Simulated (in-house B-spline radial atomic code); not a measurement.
Radial electron density of the bismuth ion Bi⁺, [Xe] 4f14 5d10 6s2 6p2. Computed with a B-spline radial code for spherical atoms: scalar-relativistic (X2C) CAM-B3LYP, spin-polarised, spherical fractional occupations, exact exchange averaged over the configuration, Fermi nucleus of rms radius 5.5211 fm.

One-electron X2C: radii and densities carry no picture-change correction, so inner-shell <1/r> comes out high (for 1s by about 2 % at Z = 33, 5 % at 54, 10 % at 75, 30 % at 118) and <r> low.

Columns: r (bohr), 4πr²n(r) (electrons per bohr), bar.

```
0.000241     3.55 #
0.000302    4.806 #
0.000378    6.457 ##
0.000474    8.654 ##
0.000594    11.53 ###
0.000744    15.27 ####
0.000932    20.09 ######
 0.00117    26.31 #######
 0.00146    33.88 ##########
 0.00183    43.36 ############
  0.0023    54.82 ################
 0.00288    67.78 ###################
 0.00361    81.95 #######################
 0.00452    96.19 ###########################
 0.00567    109.1 ###############################
  0.0071    118.3 ##################################
 0.00889    122.1 ###################################
  0.0111    119.5 ##################################
   0.014    111.6 ################################
  0.0175    103.9 #############################
  0.0219    103.1 #############################
  0.0275      115 #################################
  0.0344    136.6 #######################################
  0.0431    155.2 ############################################
   0.054    155.1 ############################################
  0.0677    136.5 #######################################
  0.0848    122.8 ###################################
   0.106      133 ######################################
   0.133    148.2 ##########################################
   0.167    131.2 #####################################
   0.209    94.59 ###########################
   0.262    85.48 ########################
   0.328    99.33 ############################
   0.411    89.57 #########################
   0.515    56.19 ################
   0.646    33.51 #########
   0.809    27.02 ########
    1.01    21.69 ######
    1.27    13.65 ####
    1.59    7.463 ##
    1.99    4.101 #
     2.5    2.248 #
    3.13    1.093 
    3.92   0.4064 
    4.92    0.102 
    6.16  0.01589 
    7.72 0.001313 
    9.67 4.91e-05
```

On this grid the curve has 4 maxima, near 0.00889, 0.0431, 0.133, 0.328 bohr.

The 6p up radial function P(r) = rR(r), positive near the nucleus:

| r (bohr) | P |
| --- | --- |
| 0.000744 | 0.0009192 |
| 0.00117 | 0.001751 |
| 0.00183 | 0.003365 |
| 0.00288 | 0.00659 |
| 0.00452 | 0.01283 |
| 0.0071 | 0.02449 |
| 0.0111 | 0.04426 |
| 0.0175 | 0.07339 |
| 0.0275 | 0.1006 |
| 0.0431 | 0.09154 |
| 0.0677 | 0.001138 |
| 0.106 | -0.1262 |
| 0.167 | -0.07978 |
| 0.262 | 0.1647 |
| 0.411 | 0.0994 |
| 0.646 | -0.282 |
| 1.01 | -0.1513 |
| 1.59 | 0.4447 |
| 2.5 | 0.6812 |
| 3.92 | 0.3938 |
| 6.16 | 0.08653 |
| 9.67 | 0.004938 |
